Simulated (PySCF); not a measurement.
Geometries of 2 isomers of C3H2F6, from PBE0-D3(BJ)/def2-SVP geometry optimisation, gas phase in PySCF 2.14.0. One conformer each, no zero-point energy, no frequencies.

Question: Which isomer lies lower at this level?
A.
```xyz
11
angstrom
F     -2.070    0.887    0.850
C     -1.237   -0.048    0.386
F     -1.130   -0.994    1.316
F     -1.801   -0.595   -0.689
C      0.100    0.582    0.065
C      1.163   -0.366   -0.444
F      0.789   -0.982   -1.563
F      1.467   -1.300    0.455
F      2.277    0.321   -0.709
H      0.479    1.065    0.975
H     -0.060    1.358   -0.696
```
B.
```xyz
11
angstrom
F      0.134    1.831   -0.850
C      0.645    0.583   -1.011
C      0.472   -0.236    0.253
F      0.947   -1.471    0.001
F      1.180    0.297    1.263
C     -0.982   -0.386    0.739
F     -1.458    0.774    1.158
F     -1.742   -0.828   -0.262
F     -1.042   -1.260    1.733
H      0.137    0.068   -1.840
H      1.727    0.636   -1.214
```

Answer: A. That is CF3CH2CF3, `FC(F)(F)CC(F)(F)F`, 22.5 kcal/mol below the other.

| SMILES | atoms numbered as above | E (Eh) | relative (kcal/mol) | relative (kJ/mol) | dipole (D) |
| --- | --- | --- | --- | --- | --- |
| FC(F)(F)CC(F)(F)F | [F:1][C:2]([F:3])([F:4])[CH2:5][C:6]([F:7])([F:8])[F:9] | -713.38078 | 0.0 | 0.0 | 1.91 |
| FCC(F)(F)C(F)(F)F | [F:1][CH2:2][C:3]([F:4])([F:5])[C:6]([F:7])([F:8])[F:9] | -713.34496 | 22.5 | 94.0 | 1.87 |
